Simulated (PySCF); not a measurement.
C2H9ClN2Si (SMILES CC[Si](N)(N)Cl), singlet, geometry from GFN2-xTB; CASSCF(6,6)+NEVPT2/STO-3G run with PySCF.

Here is a job for PySCF.
```python
from pyscf import gto, scf, mcscf, mrpt
import numpy

mol = gto.M(
    atom='''
C     1.675828   -1.477372   -1.141775
C     0.883215   -0.212280   -1.453401
Si   -0.403562    0.211305   -0.122761
N    -1.506754   -1.094898    0.068353
N    -1.180224    1.676187   -0.615761
Cl    0.479653    0.371225    1.711035
H     1.007486   -2.328386   -1.038547
H     2.225095   -1.363895   -0.210197
H     2.389460   -1.692301   -1.935636
H     0.377263   -0.334355   -2.410883
H     1.578680    0.619088   -1.577156
H    -2.092837   -1.358513   -0.704907
H    -1.989340   -1.223142    0.942080
H    -0.624147    2.429736   -0.985455
H    -1.921314    2.051557   -0.045338
''',
    basis='sto-3g',
    charge=0,
    spin=0,
    verbose=4,
)

mf = scf.RHF(mol)
mf.kernel()
mc = mcscf.CASSCF(mf, 6, 6)
mc.fix_spin_(ss=0.0)
mc.kernel()
occ = numpy.linalg.eigvalsh(mc.fcisolver.make_rdm1(mc.ci, mc.ncas, mc.nelecas))[::-1]
ss = mc.fcisolver.spin_square(mc.ci, mc.ncas, mc.nelecas)[0]
print('natural occupations', occ.round(4), ' <S^2>', round(ss, 4))
e2 = mrpt.NEVPT(mc).kernel()
print('E(NEVPT2) = %.10f' % (mc.e_tot + e2))
```

What does PySCF print? Leave out banner, timings and long lists.


```
PySCF version 2.14.0

[INPUT] verbose = 4
[INPUT] num. atoms = 15
[INPUT] num. electrons = 66
[INPUT] charge = 0
[INPUT] spin (= nelec alpha-beta = 2S) = 0
[INPUT] symmetry False subgroup None
[INPUT] Mole.unit = angstrom
[INPUT] Symbol           X                Y                Z      unit          X                Y                Z       unit  Magmom
[...]
nuclear repulsion = 392.974064199458
number of shells = 31
number of NR pGTOs = 141
number of NR cGTOs = 47
basis = sto-3g
ecp = {}

******** <class 'pyscf.scf.hf.RHF'> ********
method = RHF
initial guess = minao
damping factor = 0
level_shift factor = 0
DIIS = <class 'pyscf.scf.diis.CDIIS'>
diis_start_cycle = 1
diis_space = 8
diis_damp = 0
SCF conv_tol = 1e-09
SCF conv_tol_grad = None
SCF max_cycles = 50
direct_scf = True
direct_scf_tol = 1e-13
Set gradient conv threshold to 3.16228e-05
Initial guess from minao.
init E= -928.224699263536
[...]
cycle= 1 E= -927.765790610185  delta_E= 0.459  |g|= 0.43  |ddm|= 4.55
[...]
cycle= 2 E= -927.834759581015  delta_E= -0.069  |g|= 0.0957  |ddm|= 0.77
[...]
cycle= 3 E= -927.838666407491  delta_E= -0.00391  |g|= 0.0234  |ddm|= 0.188
[...]
cycle= 4 E= -927.839009972487  delta_E= -0.000344  |g|= 0.00352  |ddm|= 0.0688
[...]
cycle= 5 E= -927.839019504666  delta_E= -9.53e-06  |g|= 0.00105  |ddm|= 0.0117
[...]
cycle= 6 E= -927.839020342298  delta_E= -8.38e-07  |g|= 0.000251  |ddm|= 0.00368
[...]
cycle= 7 E= -927.839020397149  delta_E= -5.49e-08  |g|= 4.37e-05  |ddm|= 0.00104
[...]
cycle= 8 E= -927.839020398756  delta_E= -1.61e-09  |g|= 1.01e-05  |ddm|= 0.000161
[...]
cycle= 9 E= -927.839020398843  delta_E= -8.66e-11  |g|= 2.32e-06  |ddm|= 3.49e-05
[...]
Extra cycle  E= -927.839020398844  delta_E= -1.59e-12  |g|= 9.44e-07  |ddm|= 5.17e-06
converged SCF energy = -927.839020398844

******** <class 'pyscf.mcscf.mc1step.CASSCF'> ********
CAS (3e+3e, 6o), ncore = 30, nvir = 11
max_cycle_macro = 50
max_cycle_micro = 4
conv_tol = 1e-07
conv_tol_grad = None
orbital rotation max_stepsize = 0.02
orbital rotation threshold for CI restart = 0.01
augmented hessian ah_max_cycle = 30
augmented hessian ah_conv_tol = 1e-12
augmented hessian ah_linear dependence = 1e-14
augmented hessian ah_level shift = 1e-08
augmented hessian ah_start_tol = 2.5
augmented hessian ah_start_cycle = 3
augmented hessian ah_grad_trust_region = 3
kf_trust_region = 3
kf_interval = 4
ci_response_space = 4
ci_grad_trust_region = 3
with_dep4 0
natorb = False
canonicalization = True
sorting_mo_energy = False
ao2mo_level = 2
internal_rotation = False
******** <class 'pyscf.fci.addons.SpinPenaltyFCISolver'> ********
max. cycles = 50
conv_tol = 1e-08
davidson only = True
linear dependence = 1e-12
level shift = 0.001
max iter space = 12
nroots = 1
pspace_size = 400
spin = None
CASCI E = -927.842462766260  S^2 = 0.0000000
Set conv_tol_grad to 0.000316228
macro iter   1 ( 21 JK    4 micro), CASSCF E = -927.848995085540  dE = -6.53231928e-03  S^2 = 0.0000000
               |grad[o]|=0.00726  |grad[c]|=0.0454  |ddm|=0.0379  |maxRot[o]|=0.267
macro iter   2 ( 21 JK    4 micro), CASSCF E = -927.855310012830  dE = -6.31492729e-03  S^2 = 0.0000000
               |grad[o]|=0.0114  |grad[c]|=0.0452  |ddm|=0.0236  |maxRot[o]|=0.134
macro iter   3 ( 21 JK    4 micro), CASSCF E = -927.860137777987  dE = -4.82776516e-03  S^2 = 0.0000000
               |grad[o]|=0.0129  |grad[c]|=0.0393  |ddm|=0.0252  |maxRot[o]|=0.125
macro iter   4 ( 21 JK    4 micro), CASSCF E = -927.864073752290  dE = -3.93597430e-03  S^2 = 0.0000000
               |grad[o]|=0.0123  |grad[c]|=0.0468  |ddm|=0.0169  |maxRot[o]|=0.272
macro iter   5 ( 21 JK    4 micro), CASSCF E = -927.866458350472  dE = -2.38459818e-03  S^2 = 0.0000000
               |grad[o]|=0.0113  |grad[c]|=0.0261  |ddm|=0.0115  |maxRot[o]|=0.124
macro iter   6 ( 21 JK    4 micro), CASSCF E = -927.867271640362  dE = -8.13289890e-04  S^2 = 0.0000000
               |grad[o]|=0.00932  |grad[c]|=0.0162  |ddm|=0.0101  |maxRot[o]|=0.0829
macro iter   7 (  7 JK    2 micro), CASSCF E = -927.869064200143  dE = -1.79255978e-03  S^2 = 0.0000000
               |grad[o]|=0.00688  |grad[c]|=0.00444  |ddm|=0.00881  |maxRot[o]|=0.0697
macro iter   8 (  7 JK    2 micro), CASSCF E = -927.870530384678  dE = -1.46618454e-03  S^2 = 0.0000000
               |grad[o]|=0.00599  |grad[c]|=0.00837  |ddm|=0.00784  |maxRot[o]|=0.0696
macro iter   9 (  7 JK    2 micro), CASSCF E = -927.871443853686  dE = -9.13469008e-04  S^2 = 0.0000000
               |grad[o]|=0.00454  |grad[c]|=0.013  |ddm|=0.00665  |maxRot[o]|=0.0696
macro iter  10 ( 15 JK    4 micro), CASSCF E = -927.870957173037  dE =  4.86680649e-04  S^2 = 0.0000000
               |grad[o]|=0.00247  |grad[c]|=0.00783  |ddm|=0.00196  |maxRot[o]|=0.0601
macro iter  11 ( 11 JK    3 micro), CASSCF E = -927.871342281592  dE = -3.85108555e-04  S^2 = 0.0000000
               |grad[o]|=0.00313  |grad[c]|=0.00348  |ddm|=0.00201  |maxRot[o]|=0.0371
macro iter  12 ( 21 JK    4 micro), CASSCF E = -927.871363346501  dE = -2.10649092e-05  S^2 = 0.0000000
               |grad[o]|=0.00208  |grad[c]|=0.00668  |ddm|=0.00216  |maxRot[o]|=0.00511
macro iter  13 (  7 JK    2 micro), CASSCF E = -927.871658427340  dE = -2.95080839e-04  S^2 = 0.0000000
               |grad[o]|=0.00205  |grad[c]|=0.00716  |ddm|=0.00275  |maxRot[o]|=0.0517
macro iter  14 ( 12 JK    4 micro), CASSCF E = -927.871672869079  dE = -1.44417387e-05  S^2 = 0.0000000
               |grad[o]|=0.000717  |grad[c]|=0.00159  |ddm|=0.000836  |maxRot[o]|=0.00886
macro iter  15 (  7 JK    3 micro), CASSCF E = -927.871693809394  dE = -2.09403157e-05  S^2 = 0.0000000
               |grad[o]|=0.000623  |grad[c]|=0.00132  |ddm|=0.000499  |maxRot[o]|=0.0194
macro iter  16 (  3 JK    1 micro), CASSCF E = -927.871694099214  dE = -2.89820036e-07  S^2 = 0.0000000
               |grad[o]|=0.0001  |grad[c]|=0.000203  |ddm|=6.66e-05  |maxRot[o]|=0.00206
macro iter  17 (  1 JK    1 micro), CASSCF E = -927.871694099248  dE = -3.41060513e-11  S^2 = 0.0000000
               |grad[o]|=2.2e-05  |grad[c]|=7.91e-06  |ddm|=2.14e-06  |maxRot[o]|=    0
1-step CASSCF converged in  17 macro (224 JK  52 micro) steps
CASSCF canonicalization
Density matrix diagonal elements [1.97882074 1.98743103 1.98557181 0.01607907 0.0163526  0.01574476]
CASSCF energy = -927.871694099248
CASCI E = -927.871694099248  E(CI) = -8.01425257280084  S^2 = 0.0000000
natural occupations [1.9887 1.9853 1.9781 0.023  0.0145 0.0104]  <S^2> 0.0

******** <class 'pyscf.mrpt.nevpt2.NEVPT'> ********
NEVPT2 (3e+3e, 6o), ncore = 30, nvir = 11
root = 0
Natural occ [1.9887234  1.98528318 1.97812114 0.02298494 0.01446483 0.01042252]
Natural orbital (expansion on meta-Lowdin AOs) in CAS space
               #1        #2        #3        #4        #5
0 C 1s          -0.00035   0.00025  -0.00085  -0.00002  -0.00028
0 C 2s           0.01227  -0.00815   0.02466  -0.00232   0.01089
0 C 2px         -0.00600   0.01086  -0.01851  -0.01623  -0.02290
0 C 2py          0.01019  -0.00806   0.03458   0.00911   0.01511
0 C 2pz          0.00342   0.00644  -0.01155   0.01530   0.00731
1 C 1s          -0.00097   0.00071  -0.00172   0.00470   0.00191
1 C 2s          -0.03525   0.06416  -0.30006  -0.28929  -0.12904
1 C 2px          0.05650  -0.09449   0.43841   0.33394   0.14226
1 C 2py         -0.02467   0.02943  -0.13074  -0.10098  -0.05121
1 C 2pz         -0.09355   0.09418  -0.48393  -0.37250  -0.15595
2 Si 1s         -0.00017   0.00013  -0.00012   0.00129  -0.00057
2 Si 2s          0.00573  -0.00255  -0.00009  -0.00637   0.00231
2 Si 3s         -0.49241   0.21966  -0.23655   0.58585  -0.26434
2 Si 2px         0.00738   0.01729   0.01763  -0.00959  -0.01387
2 Si 2py        -0.00722   0.01882   0.00002   0.00527  -0.00691
2 Si 2pz         0.02454   0.01146  -0.01527   0.00405   0.01335
2 Si 3px        -0.10492  -0.28508  -0.42331   0.30286   0.53536
2 Si 3py         0.13171  -0.33882   0.03167  -0.18090   0.25875
2 Si 3pz        -0.30140  -0.19270   0.36386  -0.14401  -0.45000
3 N 1s          -0.00196   0.00244   0.00016   0.00226  -0.00393
3 N 2s          -0.11195   0.29914   0.12854  -0.15506   0.25862
3 N 2px         -0.13742   0.29995   0.14533  -0.16658   0.22017
3 N 2py         -0.26384   0.54299   0.15262  -0.11344   0.35502
3 N 2pz          0.01436  -0.07095  -0.02755   0.02134  -0.03674
4 N 1s          -0.00064   0.00050  -0.00051   0.00148  -0.00071
4 N 2s           0.06394  -0.05263   0.04471  -0.09207   0.04529
4 N 2px          0.03143   0.00362   0.02979  -0.06628   0.01430
4 N 2py         -0.05548   0.06449  -0.04464   0.09644  -0.05467
4 N 2pz          0.02187   0.01993  -0.00253  -0.04083   0.04202
5 Cl 1s          0.00001  -0.00008   0.00005  -0.00022   0.00017
5 Cl 2s         -0.00152   0.00074  -0.00067   0.00367  -0.00284
5 Cl 3s          0.00279  -0.03417   0.01844  -0.08139   0.06760
5 Cl 2px        -0.00347  -0.00322  -0.00046  -0.00152   0.00431
5 Cl 2py         0.00000  -0.00125   0.00018  -0.00113   0.00134
5 Cl 2pz        -0.00747  -0.00580   0.00245  -0.00613   0.00304
5 Cl 3px         0.30616   0.19368  -0.00296   0.06197  -0.16155
5 Cl 3py         0.02368   0.05076  -0.00848   0.04093  -0.04738
5 Cl 3pz         0.64543   0.39130  -0.10735   0.24115  -0.11951
6 H 1s           0.00457  -0.00597   0.02600   0.00866   0.00185
7 H 1s           0.00785  -0.00413   0.02577   0.00908   0.00346
8 H 1s          -0.01460   0.01259  -0.06223  -0.03011  -0.01597
9 H 1s           0.01507  -0.01637   0.04657   0.01915   0.00565
10 H 1s         -0.00010   0.00933   0.05175   0.01519  -0.03677
11 H 1s          0.02885  -0.08302  -0.02218   0.01993  -0.04321
12 H 1s          0.03178  -0.07092  -0.05971   0.04882   0.02519
13 H 1s         -0.01597   0.03176   0.01681   0.01020  -0.07446
14 H 1s         -0.00694   0.00998  -0.04661   0.05278   0.04659
               #6
0 C 1s          -0.00011
0 C 2s           0.00424
0 C 2px         -0.00377
0 C 2py          0.01328
0 C 2pz          0.00623
1 C 1s           0.00095
1 C 2s          -0.05644
1 C 2px          0.07362
1 C 2py         -0.01116
1 C 2pz         -0.04988
2 Si 1s         -0.00012
2 Si 2s          0.00110
2 Si 3s         -0.05015
2 Si 2px         0.01061
2 Si 2py         0.00856
2 Si 2pz         0.01798
2 Si 3px        -0.40350
2 Si 3py        -0.34148
2 Si 3pz        -0.63835
3 N 1s           0.00183
3 N 2s          -0.12289
3 N 2px         -0.10251
3 N 2py         -0.15269
3 N 2pz          0.04130
4 N 1s           0.00012
4 N 2s          -0.03506
4 N 2px          0.09903
4 N 2py          0.04490
4 N 2pz          0.15124
5 Cl 1s          0.00036
5 Cl 2s         -0.00599
5 Cl 3s          0.15875
5 Cl 2px         0.00404
5 Cl 2py        -0.00028
5 Cl 2pz         0.00925
5 Cl 3px        -0.16612
5 Cl 3py         0.00773
5 Cl 3pz        -0.37945
6 H 1s           0.00389
7 H 1s          -0.00273
8 H 1s          -0.00495
9 H 1s          -0.06944
10 H 1s          0.04927
11 H 1s         -0.06100
12 H 1s          0.05671
13 H 1s          0.02271
14 H 1s          0.01801
<CAS-nat-orb|mo-hf>  31     20      -0.52912618
<CAS-nat-orb|mo-hf>  32     25       0.42059567
<CAS-nat-orb|mo-hf>  32     28       0.47534705
<CAS-nat-orb|mo-hf>  33     29      -0.56807802
<CAS-nat-orb|mo-hf>  33     31       0.54483171
<CAS-nat-orb|mo-hf>  34     34       0.61081361
<CAS-nat-orb|mo-hf>  34     35       0.54991271
<CAS-nat-orb|mo-hf>  35     36       0.84570421
<CAS-nat-orb|mo-hf>  36     34      -0.71462758
<CAS-nat-orb|mo-hf>  36     35       0.59004636
Sr    (-1)',   E = -0.00078731562701
Si    (+1)',   E = -0.00377418339707
Sijrs (0)  ,   E = -0.14913236926981
Sijr  (+1) ,   E = -0.01415332223698
Srsi  (-1) ,   E = -0.00569795272996
Srs   (-2) ,   E = -0.00138363313069
Sij   (+2) ,   E = -0.00389714232070
Sir   (0)' ,   E = -0.02557997128225
Nevpt2 Energy = -0.204405889994477
E(NEVPT2) = -928.0760999892
```
